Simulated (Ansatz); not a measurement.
Compare A (`CC1(C)BN1`) with its isomer B (`BNCC=C`).

Calculated with Ansatz (gas phase, PBE0-D4/def2-TZVP geometries, no zero-point term in ΔE). CCSD(T)/CBS adds triple-zeta CCSD(T) − MP2 to the extrapolated MP2 energy (def2 sets, frozen cores). DFT in def2-TZVPP. B3LYP here is the variant with VWN-RPA as its local correlation; programs differ in this. One conformer a species, not always the lowest.

Question: Which isomer does CCSD(T)/CBS put lower? Give the gap. (Estimate.)

Answer: Ansatz gave: B, by 67.7 kJ/mol.

Question: Give E(B) − E(A) in kJ/mol with CCSD/def2-TZVPP, HF/def2-TZVPP, B3LYP, B3LYP-D4, CCSD(T)/def2-TZVPP, MP2/def2-TZVPP, B2PLYP. (An estimate is asked.)

Answer: Computed: CCSD/def2-TZVPP -72.5, HF/def2-TZVPP -96.8, B3LYP -76.2, B3LYP-D4 -73.6, CCSD(T)/def2-TZVPP -70.9, MP2/def2-TZVPP -58.6, B2PLYP -72.3. None reverses the order clearly.

Largest T1 diagnostic: 0.012.

In def2-TZVPP, CCSD(T) changes the Hartree–Fock value by +26.0 kJ/mol (the triples alone add +1.7 kJ/mol) and MP2 by +38.2 kJ/mol.
